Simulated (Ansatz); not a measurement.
`C[SiH](O)[AlH][OH]` → `[CH2]` (triplet) + `[OH][AlH][SiH2]O`  (formal loss of a carbene)

Isolated molecules relaxed with PBE0-D4/def2-TZVP in Ansatz; ΔE leaves out vibrations. CCSD(T)/CBS adds triple-zeta CCSD(T) − MP2 to the extrapolated MP2 energy (def2 sets, frozen cores). This one scheme is used for every species. Functionals use def2-TZVPP. HSE06 is defined as in plane-wave codes. Triplets are unrestricted, without spin–orbit coupling. One conformer a species, not always the lowest.

(1) Is it downhill or uphill in electronic energy at CCSD(T)/CBS, and by how much? (Estimate.)

(2) What do these levels give: r2SCAN-D4, PBE0-D4, r2SCAN0-D4, PBE, r2SCANh, HSE06, CAM-B3LYP, LC-ωPBE, MP2/def2-TZVPP, SCS-MP2/def2-TZVPP, CCSD(T)/def2-TZVPP, SCS-MP2/def2-QZVPP? (An estimate is asked.)

Largest T1 diagnostic among the species: 0.013.

Results:

(1) Ansatz gave: Uphill: ΔE = +480.7 kJ/mol.

(2) The calculation gave: r2SCAN-D4 459.8, PBE0-D4 478.8, r2SCAN0-D4 456.0, PBE 480.3, r2SCANh 456.3, HSE06 473.7, CAM-B3LYP 471.2, LC-ωPBE 470.1, MP2/def2-TZVPP 483.4, SCS-MP2/def2-TZVPP 480.9, CCSD(T)/def2-TZVPP 468.4, SCS-MP2/def2-QZVPP 489.3 kJ/mol.

From BLYP to BHLYP (50 % exact exchange), in def2-TZVPP and without D4, ΔE moves by −4.9 kJ/mol. The D4 term adds +10.4 kJ/mol with B3LYP and +5.7 kJ/mol with PBE0; it sums over pairs of atoms, weighted by their polarisabilities, and B3LYP, whose exchange is more repulsive, gets the larger term. At CCSD(T), def2-SVP lies −26.2 kJ/mol from the extrapolated value and def2-TZVPP −12.3 kJ/mol.

B3LYP here is the variant with VWN-RPA as its local correlation; programs differ in this.
